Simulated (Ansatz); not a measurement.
Isolated molecules relaxed with PBE0-D4/def2-TZVP in Ansatz; ΔE leaves out vibrations. CCSD(T)/CBS adds triple-zeta CCSD(T) − MP2 to the extrapolated MP2 energy (def2 sets, frozen cores). This one scheme is used for every species. Functionals use def2-TZVPP. B3LYP here is the variant with VWN-RPA as its local correlation; programs differ in this. One conformer a species, not always the lowest.

`NB(N)O[SiH3]` → `NB(N)O` + `[SiH2]`  (silylene loss)

| level | ΔE (kJ/mol) |
| --- | --- |
| r2SCAN-D4 | 349.7 |
| B3LYP-D4 | 329.2 |
| BHLYP-D4 | 344.7 |
| ωB97M-V | 325.8 |
| B2PLYP | 329.2 |
| PBE-QIDH | 345.0 |
| PBE | 314.2 |
| HF/def2-QZVPP | 330.5 |

What does CCSD(T)/CBS give? (An estimate is asked.)

Ansatz gave: +331.1 kJ/mol. The listed levels differ from it by 18.6, -1.9, 13.6, -5.3, -1.9, 13.9, -16.9, -0.6 kJ/mol.

Largest T1 diagnostic among the species: 0.014.

Leaving LDA and LC-ωPBE aside and taking each functional with its dispersion term where it has one, the values, not all of them listed here, spread over 35.8 kJ/mol, from BLYP-D4 to r2SCAN0-D4. LDA lies +35.6 kJ/mol from PBE without D4. From BLYP to BHLYP (50 % exact exchange), in def2-TZVPP and without D4, ΔE moves by +34.1 kJ/mol.
